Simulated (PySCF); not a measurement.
# A small calculation by hand: refractive index and permittivity of the vapour

Al(Cl)(H)(nPr) (C₃H₈AlCl), SMILES CC[CH2][AlH][Cl].

Geometry optimised at B3LYP-D3(BJ)/def2-SVP. The values are those of a single conformer.

CAM-B3LYP/def2-TZVP run with PySCF gives a mean static polarisability of 74.2 bohr³ and a dipole moment of 1.98 D. Take an ideal gas at 298.15 K and 0.1 bar, whether or not the substance is that volatile.

Question: Work out n − 1 in the optical limit and the static ε − 1.

Answer: 
Polarisability volume α' = 74.2 × 0.148185 = 11.00 Å³. Number density N = p/kT = 2.43e-6 Å⁻³.
Dilute limit of Lorentz–Lorenz: n − 1 = 2π N α' = 0.00017.
Orientation term of Debye: μ²/(3kT) = 8.098 Å³ × μ²(D²) = 31.75 Å³.
ε − 1 = 4π N (α' + μ²/3kT) = 0.0013. Orientation of the dipole supplies 74 % of the static response; it can't follow optical fields. Vibrational polarisation and dispersion are left out.
